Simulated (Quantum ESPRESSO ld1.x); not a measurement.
Q: The scandium ion Sc19+, configuration 1s1.5 2s0.5 (fractional occupations, a model configuration). All-electron calculation, scalar-relativistic Kohn-Sham, revPBE, spin-unpolarised, spherical densities, point nucleus. Program: ld1.x of Quantum ESPRESSO 7.5. Some entries of the table are withheld. Estimate them.

| orbital | occ. | eigenvalue (Ry) | <r^2> (bohr^2) |
|---|---|---|---|
| 1s | 1.5 | -415.428 | (1) |
| 2s | 0.5 | (2) | 0.1017 |
| 2p | 0 | -96.2197 | 0.07550 |
| 3s | 0 | -42.7480 | 0.5125 |

A: 
(1) 1s <r^2> (bohr^2): 0.006897
(2) 2s eigenvalue (Ry): -98.5528
